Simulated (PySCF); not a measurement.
Compound: C₅H₅N₂S (doublet state).
Geometry (GFN2-xTB, Å), atoms numbered from 1 in this order:
```
atom  x, y, z in Å
C1    -2.7645    0.9598    0.8847
C2    -2.4530    0.0966   -0.0335
C3    -1.0840   -0.2908   -0.3763
N4    -0.8564   -1.1820   -1.3086
S5     0.7462   -1.4177   -1.4763
C6     1.0795   -0.2405   -0.2166
C7     2.4461    0.0980    0.2304
N8    -0.0137    0.2538    0.2530
H9    -2.2656    1.5842    1.5882
H10   -3.1987   -0.4159   -0.6292
H11    2.6233   -0.3292    1.2174
H12    3.1852   -0.2940   -0.4629
H13    2.5512    1.1782    0.3120
```

The hyperfine couplings belong to this conformer and change with its torsions.

The species is `[H]/[C]=C\C1=NSC(C)=N1` [radical].

The calculation used UKS B3LYP, pcH-1 on C H N S, non-relativistic, mean-field spin-orbit, GIAO in PySCF 2.14.0. One conformer (not necessarily the lowest) at the GFN2-xTB geometry, without solvent, vibrations or thermal averaging. GFN2-xTB frequencies show an imaginary mode (48i cm⁻¹), so this geometry is no minimum at that level. The geometry wasn't refined by DFT: couplings that depend on bond lengths, twists or pyramidal angles can differ widely from those at the functional's own minimum. No stability test was run, so a lower SCF solution isn't excluded.

Problem. Where do the isotropic ENDOR lines of N8, H10, H9 and H11/H12/H13 fall at 335.5 mT, to first order?

Solution. ν± = |νn ± a/2|, one line for each electron-spin manifold; νn = |g_N| × 7.62259 MHz/T × B.

```csv
nuclei,isotope,g_N,νn (MHz),a_iso (MHz),lower line (MHz),upper line (MHz)
N8,14N,0.4038,1.03,-0.58,0.74,1.32
H10,1H,5.5857,14.28,114.28,42.85,71.42
H9,1H,5.5857,14.28,44.15,7.79,36.36
H11/H12/H13,1H,5.5857,14.28,0.58,13.99,14.58
```

Problem. Which pairs are centred on the nuclear Larmor frequency, and which on half the coupling?

Solution. Centred on νn, since |a| < 2νn: N8 and H11/H12/H13. Centred on |a|/2 and split by 2νn: H10 and H9.

Problem. At what field would the lower line of H9 fall to zero frequency?

Solution. Where νn = |a|/2, that is B = 22.07 MHz/(5.5857 × 7.62259 MHz/T) = 518 mT, as far as first order holds there.

Couplings of abundant isotopes left out: N4 (2.5 MHz).

Class means assume fast exchange of nuclei equivalent by connectivity; if that motion is slow, each nucleus keeps its own coupling.

The largest Mulliken spin populations are on C1 (+1.07), C2 (-0.16) and C3 (+0.07). C1 is the only atom above +0.15. The positive populations add up to 1.20 and the negative ones to -0.20, together 2S = 1.
